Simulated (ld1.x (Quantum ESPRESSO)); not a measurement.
Before and after: TM potential for P (Z = 15)

| Item | Value |
| --- | --- |
| Element | P |
| Generator | ld1.x (Quantum ESPRESSO) 7.5 |
| Type | norm-conserving Troullier–Martins (Kleinman–Bylander form) |
| Functional | PBE |
| Relativity | scalar-relativistic |
| Frozen core | [Ne] |
| Valence charge | 5 |
| Reference configuration | 3s2 3p3 |
| Partial waves | 3s (bound): rc 1.30 bohr; 3p (bound): rc 1.60 bohr |
| Local potential | all-electron potential smoothed inside 1.40 bohr (lloc = -2) |
| Core correction | a·sin(br)/r model core, default radius (core density twice the valence density) |

All-electron outer shells of the reference configuration (PBE, scalar-relativistic, ld1.x):

```tsv
shell	level (eV)	outermost node (bohr)	outermost maximum (bohr)
2s	-173.99	0.14	0.42
2p	-124.49	–	0.36
3s	-13.97	0.65	1.58
3p	-5.51	0.64	1.83
```

Change: type RRKJ; local potential all-electron potential smoothed inside 1.50 bohr (lloc = -1); rho0 0.005.

Cutoffs: the cutoffs (Ry, on a coarse ladder) from which the occupation-weighted sum of valence levels, in a spherical-Bessel basis at the reference potential, stays within 10 and 1 mRy of its value at 400 Ry; they do not see the model core or the augmentation charge, which bear on the density cutoff. Errors are all-electron minus pseudo energies relative to the spin-unpolarised reference configuration.

What does the change do?

The potential gets softer (35 Ry and 80 Ry → 25 Ry and 80 Ry); of the 7 tests that both files solve, the error grows in 1 and shrinks in 1 by more than 15 % and 0.3 meV (median size 6.4 → 5.3 meV); neither file shows a bound ghost. Several settings change at once here, so the effects cannot be laid on one of them.

```csv
quantity,base,changed
"cutoff, loose",35 Ry,25 Ry
"cutoff, tight",80 Ry,80 Ry
bound ghosts,none,none
"error for 3s2 3p2, meV [ΔE 9.73 eV]",+3.5,+3.8
"error for 3s2 3p1, meV [ΔE 28.88 eV]",+26,+29
"error for 3s2 3p0, meV [ΔE 58.62 eV]",+91,+104
"error for 3s1 3p0, meV [ΔE 110.62 eV]",+213,+247
"error for 3s2 3p3.3, meV [ΔE -1.31 eV]",+0.2,+0.2
"error for 3s1 3p3, meV [ΔE 18.85 eV]",+6.4,+5.3
"error for 3s2 3p2.5, meV [ΔE 3.77 eV]",+0.5,+0.5
s: phases at 1.75 bohr within 0.05 rad from the reference energy up to (Ry; the scan ends near 5),2.9,2.6
p: phases at 1.75 bohr within 0.05 rad from the reference energy up to (Ry; the scan ends near 5),to the end of the scan,to the end of the scan
```
